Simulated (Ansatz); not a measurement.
## Worked example: GeH3Br + CHI2 → GeH3 + CHBrI2

Species: GeH3Br `[GeH3][Br]`, singlet; CHI2 `I[CH]I`, doublet; GeH3 `[GeH3]`, doublet; CHBrI2 (bromodiiodomethane) `BrC(I)I`, singlet. A radical takes Br: the energy is the difference in strength between the Ge–Br bond broken and the C–Br bond made.

Shapes, held fixed at every level: PBE0-D4/def2-TZVP. Programs: Ansatz 0.2.0. The zero-point and thermal change to 298 K, harmonic and unscaled (PBE0-D4/def2-TZVP), is +0.1 kJ/mol.

At CCSD(T)/def2-TZVPP; 1 Eh = 2625.50 kJ/mol:

```
species   energy (Eh)
 GeH3Br  -4650.143558
   CHI2   -632.845953
   GeH3  -2077.343756
 CHBrI2  -3205.606009
```

Question: Work out ΔH(298 K) of the reaction at this level.

Answer: 
1. Products less reactants: (-2077.343756) + (-3205.606009) − [(-4650.143558) + (-632.845953)] = 0.039746 Eh = +104.4 kJ/mol.
2. With the thermal change: +104.4 + (+0.1) = +104.5 kJ/mol.

Other levels give +85.7 (MP2/def2-SVP) to +145.9 kJ/mol (HF/def2-SVP). No measured value is set beside it here. Spin contamination: CHI2 (⟨S²⟩ up to 0.78). Open shells run unrestricted. For atoms past krypton def2 sets carry core potentials with scalar relativity. Relativity is left out for Br, Ge. Outer-core shells of Br, Ge, I are correlated, in sets that cover them unevenly.
